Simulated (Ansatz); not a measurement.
Isolated molecules relaxed with PBE0-D4/def2-TZVP in Ansatz; ΔE leaves out vibrations. CBS: MP2 limit from def2 TZ/QZ plus the TZ coupled-cluster correction, frozen cores. This one scheme is used for every species. Functionals use def2-TZVPP. B3LYP here is the variant with VWN-RPA as its local correlation; programs differ in this. HSE06 is defined as in plane-wave codes. Open shells (•) are unrestricted, without spin–orbit coupling. One conformer a species, not always the lowest.

`OB(S)Cl` → `S[B]Cl`• + `[OH]`•  (homolysis of the B–O bond)

| level | ΔE (kJ/mol) | difference from CCSD(T)/CBS |
| --- | --- | --- |
| BHLYP-D4 | 589.3 | -33.5 |
| r2SCAN | 594.0 | -28.8 |
| B3LYP | 595.3 | -27.5 |
| r2SCAN0 | 586.6 | -36.2 |
| HSE06 | 601.8 | -21.0 |
| CAM-B3LYP | 611.6 | -11.2 |
| HF/def2-SVP | 489.8 | -133.0 |
| CCSD/def2-SVP | 604.8 | -18.0 |
| MP2/def2-TZVPP | 642.9 | 20.1 |
| CCSD/CBS(def2) | 612.8 | -10.0 |
| CCSD(T)/CBS | 622.8 | 0 |

(1) What do rigid-rotor, harmonic-oscillator terms from PBE0-D4/def2-TZVP frequencies (298.15 K, 1 bar) make of the CCSD(T)/CBS value? (Estimate.)

Largest T1 diagnostic among the species: 0.016.

Results:

(1) Computed: ΔZPE = -21.8 kJ/mol, ΔH = +607.1 kJ/mol, ΔS = 163 J/(mol·K), ΔG = +558.4 kJ/mol. Open shells count their whole term as degenerate.

From r2SCAN to r2SCAN0 (25 % exact exchange), in def2-TZVPP and without D4, ΔE moves by −7.4 kJ/mol: exact exchange takes away binding that semilocal exchange gives to molecules. The D4 term adds +7.1 kJ/mol with B3LYP and +3.7 kJ/mol with PBE0; it sums over pairs of atoms, weighted by their polarisabilities, and B3LYP, whose exchange is more repulsive, gets the larger term.
